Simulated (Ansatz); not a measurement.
`CN[SiH2]Cl`. The species carries charge 0 and has multiplicity 1.

Cartesian coordinates in Å:
```
C -0.5261 -1.2487 -0.3985
N -0.5795 0.1962 -0.2954
Si 0.7037 1.1526 0.2700
Cl 1.1128 0.9534 2.2941
H -0.8489 -1.7578 0.5167
H -1.1455 -1.6019 -1.2272
H 0.5005 -1.5606 -0.6045
H -1.5143 0.5597 -0.1926
H 0.3504 2.5720 0.0524
H 1.9468 0.7352 -0.4150
```

Give the diagnostics of a CCSD(T)/def2-TZVPP run (frozen core, the Gaussian-basis code of Ansatz). (Estimate.)

Computed: T1 = 0.0096, largest single amplitude 0.016, largest double 0.017, (T) share of the correlation energy 3.7 %, 9 CCSD cycles. The RHF solution is stable towards an unrestricted one. T1 lies under the customary mark of 0.02 for closed shells.
